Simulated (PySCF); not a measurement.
CH5N2 (SMILES NC=[NH2+]), charge +1, singlet, at a GFN2-xTB geometry, with bond 5-1 at 2.0 times its length. Base run: TPSS/def2-SV(P) run with PySCF.

Geometry (Å):
```xyz
8

N      1.1480     0.2002     0.0370
C      0.0000    -0.4040     0.1540
N     -1.1480     0.1247    -0.1608
H      1.2195     1.1475    -0.3170
H      2.8752    -0.7137     0.5558
H      0.0000    -1.4196     0.5411
H     -1.2196     1.0674    -0.5272
H     -2.0116    -0.3890    -0.0503
```
Charge +1, spin multiplicity 1.
All else is at PySCF's defaults.
Base energy -150.11452 Eh.

The base run was repeated with changes; each row names its change, and settings that it needs were set with it.

```csv
change,ΔE vs base (mEh),SCF cycles,outcome
base,0.000,12,converged
DIIS = ADIIS,0.000,23,converged
solver = newton,0.000,-,converged
diis = off; damp = 0.6 (with mf.diis_start_cycle = 200; with mf.max_cycle = 150),-,150,not converged
level_shift = 0.1 (with mf.max_cycle = 100),0.000,11,converged
DIIS = EDIIS,-,50,not converged
level_shift = 0.3 (with mf.max_cycle = 100),0.000,15,converged
damp = 0.5; diis_start_cycle = 5,0.000,17,converged
diis_space = 2,-,50,not converged
diis_space = 12,0.000,12,converged
conv_tol = 1e-7,0.000,10,converged
diis_space = 20,0.000,12,converged
diis = off (with mf.max_cycle = 100),-,100,not converged
```
